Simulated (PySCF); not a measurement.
**Molecular orbitals of NdN**

PBE at R = 1.730 Å; basis Nd x2c-SVPall, N x2c-SVPall; spin-free X2C with a Gaussian nucleus; PySCF 2.14. State: quartet, about 3.6 electrons in the 4f shell (Mulliken), real f orbitals that mix terms. Only the outer orbitals are listed, counted within each symmetry.

```json
{"spin": "α", "orbital": "13σ", "occ.": "1", "ε (eV)": "-11.97", "on Nd (%)": "29", "main shells (%)": "71 N s, 13 Nd p, 10 Nd d"}
{"spin": "α", "orbital": "7π", "occ.": "1", "ε (eV)": "-4.81", "on Nd (%)": "46", "main shells (%)": "54 N p, 26 Nd d, 18 Nd f"}
{"spin": "α", "orbital": "7π", "occ.": "1", "ε (eV)": "-4.74", "on Nd (%)": "43", "main shells (%)": "57 N p, 28 Nd d, 13 Nd f"}
{"spin": "α", "orbital": "14σ", "occ.": "1", "ε (eV)": "-4.24", "on Nd (%)": "60", "main shells (%)": "38 Nd f, 36 N p, 12 Nd d"}
{"spin": "α", "orbital": "1φ", "occ.": "1", "ε (eV)": "-3.23", "on Nd (%)": "99", "main shells (%)": "95 Nd f"}
{"spin": "α", "orbital": "3δ", "occ.": "1", "ε (eV)": "-3.10", "on Nd (%)": "100", "main shells (%)": "99 Nd f"}
{"spin": "α", "orbital": "15σ", "occ.": "1", "ε (eV)": "-2.69", "on Nd (%)": "94", "main shells (%)": "61 Nd f, 16 Nd s, 11 Nd p"}
{"spin": "α", "orbital": "16σ", "occ.": "0", "ε (eV)": "-2.56", "on Nd (%)": "100", "main shells (%)": "61 Nd s, 26 Nd f, 8 Nd p"}
{"spin": "α", "orbital": "8π", "occ.": "0", "ε (eV)": "-2.47", "on Nd (%)": "98", "main shells (%)": "81 Nd f, 17 Nd d"}
{"spin": "α", "orbital": "17σ", "occ.": "0", "ε (eV)": "-2.39", "on Nd (%)": "95", "main shells (%)": "66 Nd f, 23 Nd d"}
{"spin": "β", "orbital": "13σ", "occ.": "1", "ε (eV)": "-11.95", "on Nd (%)": "30", "main shells (%)": "69 N s, 15 Nd p, 10 Nd d"}
{"spin": "β", "orbital": "7π", "occ.": "1", "ε (eV)": "-4.73", "on Nd (%)": "37", "main shells (%)": "63 N p, 27 Nd d, 9 Nd f"}
{"spin": "β", "orbital": "7π", "occ.": "1", "ε (eV)": "-4.66", "on Nd (%)": "37", "main shells (%)": "63 N p, 27 Nd d, 8 Nd f"}
{"spin": "β", "orbital": "14σ", "occ.": "1", "ε (eV)": "-3.86", "on Nd (%)": "49", "main shells (%)": "48 N p, 23 Nd d, 12 Nd p"}
{"spin": "β", "orbital": "15σ", "occ.": "0", "ε (eV)": "-2.17", "on Nd (%)": "98", "main shells (%)": "84 Nd s, 10 Nd p"}
{"spin": "β", "orbital": "8π", "occ.": "0", "ε (eV)": "-1.19", "on Nd (%)": "100", "main shells (%)": "82 Nd f, 18 Nd d"}
{"spin": "β", "orbital": "16σ", "occ.": "0", "ε (eV)": "-1.16", "on Nd (%)": "99", "main shells (%)": "80 Nd f, 17 Nd d"}
```

Q: Which are the highest filled and the lowest empty level, where do they sit, and how wide is the gap?

A: Highest filled α 15σ at -2.69 eV (in %: 61 Nd f, 16 Nd s, 11 Nd p); lowest empty α 16σ at -2.56 eV (in %: 61 Nd s, 26 Nd f, 8 Nd p); the gap at PBE is 0.13 eV.

* bond order (Mayer): 3.16
* ⟨S²⟩: 3.836
* charge on Nd (Mulliken, basis-dependent): 0.18
* charge on Nd (Löwdin, basis-dependent): 0.00
* dipole moment (positive dipole means Nd(−)N(+)): -4.91 D

Spin–orbit coupling is left out. With d or f electrons several states lie close, and the lowest PBE0 determinant need not be the measured ground state.
